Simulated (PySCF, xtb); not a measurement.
Be(I)(OSiH3) (BeH3IOSi), SMILES [SiH3][O][Be][I]. Other conformers were not sampled.

Harmonic wavenumbers (cm⁻¹) from GFN2-xTB in xtb at its own minimum, in rising order: 84, 88, 255, 265, 289, 616, 621, 766, 769, 810, 869, 1361, 2269, 2274, 2281.

Problem. What does PySCF with PBE-D3(BJ)/def2-SVP give at its own minimum? (Estimate from the structure and the level; the computed values follow.)

Solution. 52, 52, 248, 275, 275, 706, 706, 827, 917, 917, 953, 1407, 2171, 2176, 2176. Paired by order, the mean absolute difference is 68 cm⁻¹ and the zero-point energies are 19.5 and 19.8 kcal/mol.
